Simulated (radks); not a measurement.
Results of a calculation; reference values are marked as such.
The iridium ion Ir4+, configuration [Xe] 4f14 5d5 (the NIST ground configuration). Level of theory: Dirac Kohn-Sham, PBEsol, spin-unpolarised, spherical densities, point nucleus; open shells fill j = l - 1/2 first (a radial shooting solver on a logarithmic mesh with Libxc functionals).

Normalised radial functions P(r) = r R(r) (large component), r in bohr:

r          4f7/2    5d3/2    5d5/2
0.001523  0.0000   0.0000   0.0000
0.001759  0.0000   0.0001   0.0000
0.002031  0.0000   0.0001   0.0000
0.002346  0.0000   0.0001   0.0001
0.002688  0.0000   0.0002   0.0001
0.003104  0.0000   0.0002   0.0001
0.003585  0.0000   0.0003   0.0002
0.004107  0.0000   0.0005   0.0003
0.004743  0.0000   0.0007   0.0004
0.005477  0.0000   0.0010   0.0006
0.006326  0.0000   0.0014   0.0009
0.007247  0.0000   0.0019   0.0013
0.00837   0.0001   0.0027   0.0019
0.009666  0.0001   0.0039   0.0028
0.01116   0.0002   0.0055   0.0041
0.01279   0.0003   0.0077   0.0059
0.01477   0.0004   0.0109   0.0086
0.01706   0.0007   0.0154   0.0124
0.0197    0.0012   0.0216   0.0178
0.02257   0.0020   0.0295   0.0247
0.02607   0.0033   0.0406   0.0347
0.0301    0.0055   0.0552   0.0480
0.03449   0.0087   0.0729   0.0644
0.03983   0.0141   0.0964   0.0864
0.046     0.0225   0.1250   0.1135
0.05312   0.0354   0.1584   0.1457
0.06086   0.0536   0.1933   0.1799
0.07029   0.0816   0.2311   0.2178
0.08118   0.1219   0.2657   0.2535
0.09375   0.1782   0.2908   0.2813
0.1074    0.2496   0.2988   0.2933
0.124     0.3475   0.2825   0.2828
0.1433    0.4701   0.2336   0.2410
0.1641    0.6077   0.1540   0.1684
0.1895    0.7714   0.0365   0.0577
0.2189    0.9438  -0.1045  -0.0788
0.2528    1.1101  -0.2489  -0.2225
0.2896    1.2452  -0.3643  -0.3416
0.3345    1.3470  -0.4366  -0.4227
0.3863    1.3916  -0.4345  -0.4335
0.4461    1.3716  -0.3467  -0.3607
0.5111    1.2952  -0.1894  -0.2173
0.5903    1.1635   0.0360  -0.0036
0.6817    0.9953   0.2902   0.2442
0.7873    0.8096   0.5364   0.4901
0.902     0.6345   0.7299   0.6892
1.042     0.4638   0.8682   0.8384
1.203     0.3187   0.9247   0.9087
1.378     0.2101   0.9033   0.9008
1.592     0.1255   0.8138   0.8236
1.838     0.0688   0.6766   0.6949
2.123     0.0342   0.5172   0.5394
2.432     0.0159   0.3694   0.3912
2.809     0.0062   0.2349   0.2531
3.244     0.0021   0.1335   0.1466
3.747     0.0006   0.0666   0.0747
4.293     0.0001   0.0300   0.0344
4.957     0.0000   0.0109   0.0128

4f7/2: eigenvalue -107.41 eV, 0 radial nodes, <r> = 0.538 bohr, 90 % of the charge inside 0.873 bohr. 5d3/2: eigenvalue -51.114 eV, 2 radial nodes at r = 0.197, 0.578 bohr, <r> = 1.46 bohr, 90 % of the charge inside 2.18 bohr. 5d5/2: eigenvalue -49.527 eV, 2 radial nodes at r = 0.202, 0.592 bohr, <r> = 1.50 bohr, 90 % of the charge inside 2.24 bohr.
